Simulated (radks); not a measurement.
Q: Radial electron density D(r) = 4 pi r^2 rho(r) of an atom or ion with 56 electrons. All-electron calculation, scalar-relativistic Kohn-Sham, PBE, spin-polarised, spherical densities, point nucleus. Program: a radial shooting solver on a logarithmic mesh with Libxc functionals.

r (bohr)  D(r) (e/bohr)    spin D(r)
0.002             8.668  -0.00000133
0.002646          13.35  -0.00000206
0.003501          20.07  -0.00000316
0.004632          29.21  -0.00000476
0.006129          40.77  -0.00000712
0.008109          53.86   -0.0000108
0.01073           66.26   -0.0000170
0.0142            74.60   -0.0000293
0.01878           75.94   -0.0000564
0.02485           71.03    -0.000119
0.03289           66.95    -0.000263
0.04351           73.37    -0.000600
0.05757           90.19     -0.00136
0.07617           100.2     -0.00280
0.1008            88.90     -0.00398
0.1334            73.77      0.00240
0.1764            80.27       0.0417
0.2335            84.58        0.169
0.3089            56.27        0.453
0.4087            31.88        0.909
0.5408            35.69         1.40
0.7155            32.27         1.63
0.9467            16.98         1.48
1.253             9.557         1.08
1.657             7.007        0.608
2.193             3.457        0.252
2.902            0.9004       0.0810
3.839            0.1188       0.0217
5.08           0.008054      0.00378

What is the nuclear charge?

A: Z = 58. The innermost maximum, from 1s, lies near gamma/Z bohr with gamma = sqrt(1 - (Z/c)^2) = 0.906, here 0.0156 bohr (found: 0.0171), and its height grows with Z. The density is that of the cerium ion Ce2+ in [Xe] 4f2; the configuration itself is not fixed sharply by these data, and Z only to a few units. D(r) has 4 maxima, at r = 0.0171, 0.0762, 0.214, 0.595 bohr, and minima at 0.0329, 0.141, 0.436 bohr, inside which lie 1.95, 11.17, 29.04 electrons.
